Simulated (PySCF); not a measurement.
Compound: C₄H₁₂Cl₂Si₂.
SMILES with atom numbers: `[CH3:1][Si:2]([CH3:3])([Cl:4])[Si:5]([CH3:6])([CH3:7])[Cl:8]` (hydrogens: H9, H10, H11 on C1; H12, H13, H14 on C3; H15, H16, H17 on C6; H18, H19, H20 on C7)

Method: PBE0-D3(BJ)/def2-SVP geometry optimisation, gas phase (PySCF 2.14.0).

Give the optimised bond lengths and angles.

```csv
bond,length (bohr),order
C1–Si2 and 3 like bonds,3.539,single
"Si2–Cl4, Si5–Cl8",3.967,single
Si2–Si5,4.430,single
C1–H9 and 11 like bonds,2.081,single
```

Bonds in one row agree within 0.02 bohr and their mean is given. Orders are formal, as drawn. A selection of angles:
```csv
angle,degrees
Si2–C1–H9,111.4
Si2–C1–H10,110.4
H9–C1–H10,108.1
C1–Si2–C3,111.6
C1–Si2–Cl4,107.6
C1–Si2–Si5,113.1
C3–Si2–Si5,111.9
Cl4–Si2–Si5,104.0
H12–C3–H13,108.8
Si2–Si5–Cl8,105.2
```

Dihedral angles: C1–Si2–Si5–C6 76° (synclinal). The mirror-image conformer, all signs reversed, is as good.

Si2 (chlorine-bound silicon) is distorted tetrahedral (angles from 104.0° to 113.1°).

Point group: near C2, missed by 0.08 Å at most; the miss may be what the optimiser left on a soft mode. PBE0-D3(BJ)/def2-SVP frequencies: not computed here. The numbers are those of one conformer.

On one thread of an Arm Neoverse V1, on a shared host, this took 3.2 min. These figures are those of the optimisation.
